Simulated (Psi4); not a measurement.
Input for Psi4: SAPT0/jun-cc-pV(D+d)Z on C3H10O (a complex), monomers drawn apart or pushed together.

```
memory 2025 MB

molecule dimer {
0 1
C     0.10011535    0.04827125   -0.37655289
H     1.14705982    0.28507369   -0.56453862
H    -0.50866659    0.43419237   -1.19349579
H    -0.01936544   -1.03351848   -0.31961153
H    -0.21394075    0.50107125    0.56259293
--
0 1
C     1.05905958    0.21456993    4.28715378
O    -0.32576749    0.43981387    4.14235901
C    -1.08069739   -0.74422994    4.27324057
H     1.43422897   -0.47651933    3.52123464
H     1.29503594   -0.19959048    5.27623021
H     1.55936682    1.17514296    4.17455554
H    -0.80304448   -1.48242796    3.50968402
H    -2.12909247   -0.47867522    4.14618888
H    -0.94276775   -1.19865941    5.26318998
units angstrom
symmetry c1
no_reorient
no_com
}

set {
  basis jun-cc-pV(D+d)Z
  scf_type df
  freeze_core true
}

energy('sapt0')
```

Output:

```
[...]
==> Input File <==

--------------------------------------------------------------------------
memory 2025 MB

molecule dimer {
0 1
C     0.10011535    0.04827125   -0.37655289
H     1.14705982    0.28507369   -0.56453862
H    -0.50866659    0.43419237   -1.19349579
H    -0.01936544   -1.03351848   -0.31961153
H    -0.21394075    0.50107125    0.56259293
--
0 1
C     1.05905958    0.21456993    4.28715378
O    -0.32576749    0.43981387    4.14235901
C    -1.08069739   -0.74422994    4.27324057
H     1.43422897   -0.47651933    3.52123464
H     1.29503594   -0.19959048    5.27623021
H     1.55936682    1.17514296    4.17455554
H    -0.80304448   -1.48242796    3.50968402
H    -2.12909247   -0.47867522    4.14618888
H    -0.94276775   -1.19865941    5.26318998
units angstrom
symmetry c1
no_reorient
no_com
}

set {
  basis jun-cc-pV(D+d)Z
  scf_type df
  freeze_core true
}

energy('sapt0')
--------------------------------------------------------------------------


   => Loading Basis Set <=

    Name: JUN-CC-PV(D+D)Z
    Role: ORBITAL
    Keyword: BASIS
    atoms 1, 6, 8   entry C          line   188 file jun-cc-pv_dpd_z.gbs
    atoms 2-5, 9-14 entry H          line    60 file jun-cc-pv_dpd_z.gbs
    atoms 7         entry O          line   256 file jun-cc-pv_dpd_z.gbs

   => Loading Basis Set <=

    Name: JUN-CC-PV(D+D)Z
    Role: ORBITAL
    Keyword: BASIS
    atoms 1, 6, 8   entry C          line   188 file jun-cc-pv_dpd_z.gbs
    atoms 2-5, 9-14 entry H          line    60 file jun-cc-pv_dpd_z.gbs
    atoms 7         entry O          line   256 file jun-cc-pv_dpd_z.gbs


  //>>>>>>>>>>>>>>>>>>>>>>>>>>>>>>>>>>>//
  //              Dimer HF             //
  //<<<<<<<<<<<<<<<<<<<<<<<<<<<<<<<<<<<//

   => Libint2 <=

    Primary   basis highest AM E, G, H:  7, 6, 3
    Auxiliary basis highest AM E, G, H:  7, 7, 4
    Onebody   basis highest AM E, G, H:  -, -, -
    Solid Harmonics ordering:            Gaussian


   => Loading Basis Set <=

    Name: JUN-CC-PV(D+D)Z
    Role: ORBITAL
    Keyword: BASIS
    atoms 1, 6, 8   entry C          line   188 file jun-cc-pv_dpd_z.gbs
    atoms 2-5, 9-14 entry H          line    60 file jun-cc-pv_dpd_z.gbs
    atoms 7         entry O          line   256 file jun-cc-pv_dpd_z.gbs


         ---------------------------------------------------------
                                   SCF
               by Justin Turney, Rob Parrish, Andy Simmonett
                          and Daniel G. A. Smith
                              RHF Reference
                        1 Threads,   1931 MiB Core
         ---------------------------------------------------------

  ==> Geometry <==

    Molecular point group: c1
    Full point group: C1

    Geometry (in Angstrom), charge = 0, multiplicity = 1:

       Center              X                  Y                   Z               Mass
    ------------   -----------------  -----------------  -----------------  -----------------
         C            0.100115350000     0.048271250000    -0.376552890000    12.000000000000
         H            1.147059820000     0.285073690000    -0.564538620000     1.007825032230
         H           -0.508666590000     0.434192370000    -1.193495790000     1.007825032230
         H           -0.019365440000    -1.033518480000    -0.319611530000     1.007825032230
         H           -0.213940750000     0.501071250000     0.562592930000     1.007825032230
         C            1.059059580000     0.214569930000     4.287153780000    12.000000000000
         O           -0.325767490000     0.439813870000     4.142359010000    15.994914619570
         C           -1.080697390000    -0.744229940000     4.273240570000    12.000000000000
         H            1.434228970000    -0.476519330000     3.521234640000     1.007825032230
         H            1.295035940000    -0.199590480000     5.276230210000     1.007825032230
         H            1.559366820000     1.175142960000     4.174555540000     1.007825032230
         H           -0.803044480000    -1.482427960000     3.509684020000     1.007825032230
         H           -2.129092470000    -0.478675220000     4.146188880000     1.007825032230
         H           -0.942767750000    -1.198659410000     5.263189980000     1.007825032230

  Running in c1 symmetry.

  Rotational constants: A =      0.28081  B =      0.01994  C =      0.01908 [cm^-1]
  Rotational constants: A =   8418.57576  B =    597.71772  C =    572.01502 [MHz]
  Nuclear repulsion =  126.303535573059804

  Charge       = 0
  Multiplicity = 1
  Electrons    = 36
  Nalpha       = 18
  Nbeta        = 18

  ==> Algorithm <==

  SCF Algorithm Type is DF.
  DIIS enabled.
  MOM disabled.
  Fractional occupation disabled.
  Guess Type is SAD.
  Energy threshold   = 1.00e-08
  Density threshold  = 1.00e-08
  Integral threshold = 1.00e-12

  ==> Primary Basis <==

  Basis Set: JUN-CC-PV(D+D)Z
    Blend: JUN-CC-PV(D+D)Z
    Number of shells: 62
    Number of basis functions: 122
    Number of 
[...]
 2.825369   109A      2.829915
     110A      2.853740   111A      3.011474   112A      3.014828
     113A      3.322286   114A      3.424544   115A      3.448725
     116A      3.551521   117A      3.666803   118A      3.716567
     119A      5.040429   120A      5.044758   121A      5.057745
     122A     18.437535

    Final Occupation by Irrep:
              A
    DOCC [    13 ]
    NA   [    13 ]
    NB   [    13 ]

  @DF-RHF Final Energy:  -154.08169823766389

   => Energetics <=

    Nuclear Repulsion Energy =             83.9119823244134295
    One-Electron Energy =                -375.4417351229073461
    Two-Electron Energy =                 137.4480545608300304
    Total Energy =                       -154.0816982376638862

Computation Completed


Properties will be evaluated at   0.000000,   0.000000,   0.000000 [a0]

Properties computed using the SCF density matrix


 Multipole Moments:

 ------------------------------------------------------------------------------------
     Multipole            Electronic (a.u.)      Nuclear  (a.u.)        Total (a.u.)
 ------------------------------------------------------------------------------------

 L = 1.  Multiply by 2.5417464519 to convert [e a0] to [Debye]
 Dipole X            :          4.6437332           -4.3883971            0.2553361
 Dipole Y            :          3.8138584           -4.3845020           -0.5706436
 Dipole Z            :       -208.4998167          208.6112539            0.1114372
 Magnitude           :                                                    0.6350188

 ------------------------------------------------------------------------------------

  Constructing Basis Sets for SAPT...

   => Loading Basis Set <=

    Name: (JUN-CC-PV(D+D)Z AUX)
    Role: RIFIT
    Keyword: DF_BASIS_SAPT
    atoms 1, 6, 8   entry C          line   100 file jun-cc-pvdz-ri.gbs
    atoms 2-5, 9-14 entry H          line    30 file jun-cc-pvdz-ri.gbs
    atoms 7         entry O          line   188 file jun-cc-pvdz-ri.gbs

   => Loading Basis Set <=

    Name: (JUN-CC-PV(D+D)Z AUX)
    Role: JKFIT
    Keyword: DF_BASIS_ELST
    atoms 1, 6, 8   entry C          line   146 file jun-cc-pvdz-jkfit.gbs
    atoms 2-5, 9-14 entry H          line    70 file jun-cc-pvdz-jkfit.gbs
    atoms 7         entry O          line   258 file jun-cc-pvdz-jkfit.gbs


  //>>>>>>>>>>>>>>>>>>>>>>>>>>>>>>>>>>>//
  //               SAPT0               //
  //<<<<<<<<<<<<<<<<<<<<<<<<<<<<<<<<<<<//



        SAPT0
    Ed Hohenstein
     6 June 2009

      Orbital Information
  --------------------------
    NSO        =       122
    NMO        =       122
    NRI        =       400
    NRI (Elst) =       546
    NOCC A     =         5
    NOCC B     =        13
    FOCC A     =         1
    FOCC B     =         3
    NVIR A     =       117
    NVIR B     =       109

    Elst10,r            =    -0.000191319643 [Eh]
    Exch10              =     0.000090417675 [Eh]
    Exch10 (S^2)        =     0.000090410481 [Eh]

    Maxiter = 50
    CPHF R converge = 1.000000E-08

    Iter     Energy [mEh]          dE [mEh]         Residual      Time [s]
       1      -0.02782080       0.027820799     9.024570e-04             0
       2      -0.03523794       0.007417140     2.253625e-04             0
       3      -0.03549817       0.000260229     5.291971e-05             0
       4      -0.03539874      -0.000099428     1.184414e-05             0
       5      -0.03537825      -0.000020495     1.470831e-06             0
       6      -0.03538233       0.000004081     1.828099e-07             0
       7      -0.03538204      -0.000000289     2.542711e-08             0
       8      -0.03538206       0.000000021     3.155911e-09             0

    CHF Iterations converged

    Maxiter = 50
    CPHF R converge = 1.000000E-08

    Iter     Energy [mEh]          dE [mEh]         Residual      Time [s]
       1      -0.00239312       0.002393117     1.964561e-04             1
       2      -0.00282648       0.000433358     8.361340e-05             1
       3      -0.00286154       0.000035062     2.400765e-05             1
       4      -0.00284249      -0.000019043     4.812780e-06             1
       5      -0.00284224      -0.000000250     1.140727e-06             1
       6      -0.00284286       0.000000613     2.471563e-07             1
       7      -0.00284282      -0.000000040     8.180432e-08             1
       8      -0.00284279      -0.000000030     1.686173e-08             1
       9      -0.00284279       0.000000005     3.630151e-09             1

    CHF Iterations converged

    Ind20,r (A<-B)      =    -0.000035382059 [Eh]
    Ind20,r (B<-A)      =    -0.000002842792 [Eh]
    Ind20,r             =    -0.000038224851 [Eh]
    Exch-Ind20,r (A<-B) =     0.000008550602 [Eh]
    Exch-Ind20,r (B<-A) =     0.000001570574 [Eh]
    Exch-Ind20,r        =     0.000010121176 [Eh]
    Disp20              =    -0.000471762747 [Eh]
    Disp20 (SS)         =    -0.000235881374 [Eh]
    Disp20 (OS)         =    -0.000235881374 [Eh]
    Exch-Disp20         =     0.000009186045 [Eh]
    Exch-Disp20 (SS)    =     0.000005678683 [Eh]
    Exch-Disp20 (OS)    =     0.000003507363 [Eh]

    SAPT Results
  --------------------------------------------------------------------------------------------------------
    Electrostatics                 -0.19131964 [mEh]      -0.12005489 [kcal/mol]      -0.50230965 [kJ/mol]
      Elst10,r                     -0.19131964 [mEh]      -0.12005489 [kcal/mol]      -0.50230965 [kJ/mol]

    Exchange                        0.09041767 [mEh]       0.05673795 [kcal/mol]       0.23739157 [kJ/mol]
      Exch10                        0.09041767 [mEh]       0.05673795 [kcal/mol]       0.23739157 [kJ/mol]
      Exch10(S^2)                   0.09041048 [mEh]       0.05673343 [kcal/mol]       0.23737269 [kJ/mol]

    Induction                      -0.03344262 [mEh]      -0.02098556 [kcal/mol]      -0.08780359 [kJ/mol]
      Ind20,r                      -0.03822485 [mEh]      -0.02398646 [kcal/mol]      -0.10035933 [kJ/mol]
      Exch-Ind20,r                  0.01012118 [mEh]       0.00635113 [kcal/mol]       0.02657314 [kJ/mol]
      delta HF,r (2)               -0.00533895 [mEh]      -0.00335024 [kcal/mol]      -0.01401740 [kJ/mol]

    Dispersion                     -0.46257670 [mEh]      -0.29027126 [kcal/mol]      -1.21449496 [kJ/mol]
      Disp20                       -0.47176275 [mEh]      -0.29603559 [kcal/mol]      -1.23861292 [kJ/mol]
      Exch-Disp20                   0.00918605 [mEh]       0.00576433 [kcal/mol]       0.02411796 [kJ/mol]
      Disp20 (SS)                  -0.23588137 [mEh]      -0.14801780 [kcal/mol]      -0.61930646 [kJ/mol]
      Disp20 (OS)                  -0.23588137 [mEh]      -0.14801780 [kcal/mol]      -0.61930646 [kJ/mol]
      Exch-Disp20 (SS)              0.00567868 [mEh]       0.00356343 [kcal/mol]       0.01490938 [kJ/mol]
      Exch-Disp20 (OS)              0.00350736 [mEh]       0.00220090 [kcal/mol]       0.00920858 [kJ/mol]

  Total HF                         -0.13434459 [mEh]      -0.08430250 [kcal/mol]      -0.35272167 [kJ/mol]
  Total SAPT0                      -0.59692129 [mEh]      -0.37457377 [kcal/mol]      -1.56721663 [kJ/mol]

  Special recipe for scaled SAPT0 (see Manual):
    Electrostatics sSAPT0          -0.19131964 [mEh]      -0.12005489 [kcal/mol]      -0.50230965 [kJ/mol]
    Exchange sSAPT0                 0.09041767 [mEh]       0.05673795 [kcal/mol]       0.23739157 [kJ/mol]
    Induction sSAPT0               -0.03344020 [mEh]      -0.02098405 [kcal/mol]      -0.08779725 [kJ/mol]
    Dispersion sSAPT0              -0.46257451 [mEh]      -0.29026989 [kcal/mol]      -1.21448921 [kJ/mol]
  Total sSAPT0                     -0.59691668 [mEh]      -0.37457087 [kcal/mol]      -1.56720453 [kJ/mol]
  --------------------------------------------------------------------------------------------------------



*** Psi4 exiting successfully. Buy a developer a beer!
```

The run finished.

Cost: about 4 core-seconds (a rough figure).
